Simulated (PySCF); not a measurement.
Y(OH) (HOY), SMILES [OH][Y]. The structure is a stationary point at PBE-D3(BJ)/def2-TZVPD. The multiplicity is an assumed one; other spin states were not compared. The def2 effective core potentials stand for the cores of Y; spin–orbit coupling is left out.

All values below come from PySCF 2.14.0 with PBE-D3(BJ)/def2-TZVPD.

Harmonic wavenumbers (cm⁻¹): 280, 280, 672, 3825. Rotational constants (GHz): 8.684 (linear); symmetry number 1.

### Question
Work out the zero-point energy and the ideal-gas rigid-rotor harmonic-oscillator thermochemistry at 298.15 K and 1 atm.

### Answer
ZPE = ½ Σ hcν = ½ × 5057 cm⁻¹ = 7.23 kcal/mol. H − E(el) = 9.94 kcal/mol. Entropy in cal/(mol K): translation 39.89, rotation 15.05, vibration 3.41, total 58.34. G − E(el) = -7.45 kcal/mol. Cp = 11.26 cal/(mol K).
